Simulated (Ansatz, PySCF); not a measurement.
Dimer: CH4 (SMILES C) (first 5 atoms) with COS (SMILES O=C=S); geometry from B3LYP-D3(BJ)/def2-TZVP.
(charge 0, multiplicity 1):
```xyz
8

C     -0.04974     0.02689     0.19317
H      0.14767    -1.00241     0.48964
H     -0.99912     0.35234     0.61572
H      0.75133     0.66744     0.55964
H     -0.09600     0.08912    -0.89312
O     -1.40005     0.36637     3.55270
C     -0.32455    -0.02038     3.72205
S      1.12900    -0.54315     3.95159
```

Basis-set superposition error: the interaction energy with monomers in their own basis, and in the dimer's basis (counterpoise).

The values were computed with Ansatz (Gaussian orbitals); PySCF for 6-31G* rows, M06-2X. 

| level | uncorrected (kcal/mol) | counterpoise (kcal/mol) | difference |
|---|---|---|---|
| HF/6-31G* | 0.32 | 0.63 | 0.31 |
| PBE/def2-TZVPPD | -0.15 | -0.12 | 0.04 |
| B3LYP/6-31G* | 0.06 | 0.55 | 0.49 |
| B3LYP/def2-TZVPPD | 0.47 | 0.51 | 0.04 |
| PBE0/def2-TZVPPD | -0.11 | -0.08 | 0.03 |
| BHLYP/def2-TZVPPD | 0.12 | 0.15 | 0.03 |
| M06-2X/def2-TZVPPD | -0.75 | -0.70 | 0.05 |
| CAM-B3LYP/def2-TZVPPD | -0.03 | 0.01 | 0.04 |
| B2PLYP/def2-TZVPPD | -0.20 | -0.08 | 0.12 |
| SCS-MP2/aug-cc-pV(T+d)Z | -0.98 | -0.63 | 0.34 |

The error is largest for B3LYP/6-31G* (0.49 kcal/mol) and smallest for BHLYP/def2-TZVPPD (0.03 kcal/mol).

Ansatz is an electronic-structure program.
